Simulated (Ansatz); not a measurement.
Gas-phase reaction R1 + R2 → P1, each structure at its B3LYP-D3(BJ)/def2-TZVP stationary point, reached from a drawn start (curvature not checked).
R1: H2 (SMILES [H][H]), charge 0, multiplicity 1.
P1: C2H6 (SMILES CC), charge 0, multiplicity 1.
R2: C2H4 (SMILES C=C), charge 0, multiplicity 1.

P less R. No zero-point or thermal terms.

Frozen-core correlation throughout.

The values were computed with Ansatz (an electronic-structure program) with Gaussian orbitals. All values are computed, each at the level named.

Problem. Predict the reaction energy from CCSD/cc-pVDZ.

Solution. -41.4 kcal/mol

Problem. Predict the reaction energy from CCSD(T)/cc-pVQZ.

Solution. -39.7 kcal/mol

Problem. What is the computed reaction energy (SCS-MP2/cc-pVTZ)?

Solution. -40.0 kcal/mol
